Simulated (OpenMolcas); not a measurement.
A calculation on neutral thallium.

- Program: OpenMolcas 26.06
- Method: CASSCF
- Basis: ANO-RCC-VQZP [9s8p6d4f3g]
- Scalar Hamiltonian: DKH2, point nucleus
- Active space: 1 electron in 3 orbitals (6p)
- State averaging: 2S+1 = 2 odd, 3 roots
- Spin-orbit coupling: RASSI with atomic mean-field integrals over the reference wave functions, term energies averaged over their components

Task: Which level of the active space comes out lowest?

Result: 6s2 6p 2P* 1/2, with 100 % of that term; it is also the measured ground level.

Task: How high does 6s2 6p 2P* 3/2 lie?

Result: 0.7980 eV above the lowest level; measured 0.9662 eV above the ground level, so the calculation is off by -17 %.

Measured values: NIST Handbook of Basic Atomic Spectroscopic Data.

Spin-orbit splittings of 6p shells tend to come out small when the coupling is added on scalar orbitals. With one active electron the reference holds no correlation, so core polarisation is missing. Computed and measured levels are paired by configuration, term and J; levels that our copy of the source lacks, or whose pairing is in doubt (as where it misses far off the trend of its configuration), stay unpaired and out of the deviations. Levels of configurations outside the active space are missing.

* marks odd parity.
